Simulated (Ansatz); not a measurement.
Breaking a bond: MgH, doublet.

Computed with: ROHF/aug-cc-pVTZ (Ansatz, a program for electronic structure); ROMP2 = MP2 on ROHF/aug-cc-pVTZ, frozen core in Ansatz; ROCCSD = CCSD on ROHF/aug-cc-pVTZ, frozen core run with Ansatz; ROCCSD(T) = CCSD(T) on ROHF/aug-cc-pVTZ, frozen core (Ansatz); UHF/aug-cc-pVTZ (Ansatz); UMP2 = MP2 on UHF/aug-cc-pVTZ, frozen core (Ansatz); UCCSD = CCSD on UHF/aug-cc-pVTZ, frozen core (Ansatz); UCCSD(T) = CCSD(T) on UHF/aug-cc-pVTZ, frozen core (Ansatz); UKS-CAM-B3LYP = unrestricted CAM-B3LYP/aug-cc-pVTZ (Ansatz); UKS-PBE = unrestricted PBE/aug-cc-pVTZ (Ansatz); FCI = full CI/aug-cc-pVTZ, frozen core (Ansatz).

All curves are set to zero at 1.74 Å and compared with full CI in the same basis at 1.74, 1.77, 1.85, 1.91, 2.00, 2.13, 2.36, 2.61, 2.87, 3.13, 3.48, 3.88, 4.22, 4.74, 5.22, 6.00, 6.93 Å.

Problem. Which method stays most parallel to full CI over these points, and which least?

Solution. UCCSD(T) has the smallest spread and ROHF the largest. In order (kJ/mol): UCCSD(T) 0.76, ROCCSD(T) 1.16, UCCSD 2.26, ROCCSD 4.29, UKS-CAM-B3LYP 6.86, UKS-PBE 10.46, UMP2 18.81, UHF 26.13, ROMP2 28.23, ROHF 46.60.

Errors against full CI at some of the points (kJ/mol):

```csv
method,2.13 Å,2.61 Å,3.48 Å,4.22 Å,6.93 Å
UCCSD(T),0.2,0.1,-0.3,-0.5,-0.5
ROCCSD(T),0.3,0.4,-0.4,-0.6,-0.6
UCCSD,0.4,-0.1,-1.4,-1.7,-1.8
ROCCSD,1.1,1.0,-1.6,-2.0,-2.1
UKS-CAM-B3LYP,2.0,-0.4,3.4,5.7,5.9
UKS-PBE,-4.8,-10.5,-1.5,-0.1,-0.1
UMP2,7.7,17.5,3.0,-0.8,-1.3
UHF,4.2,-3.4,-18.6,-20.8,-21.9
ROMP2,7.6,26.0,0.1,-1.9,-2.3
ROHF,10.2,21.9,-19.3,-23.5,-24.7
```

The T1 diagnostic of CCSD on the restricted reference of ROMP2, ROCCSD, ROCCSD(T) exceeds 0.045 at 2.00 to 3.13 Å. The unrestricted determinant behind UHF, UMP2, UCCSD, UCCSD(T) is spin-contaminated at 2.36 to 3.13 Å (<S²> up to 0.9, against 0.75 for a pure doublet).
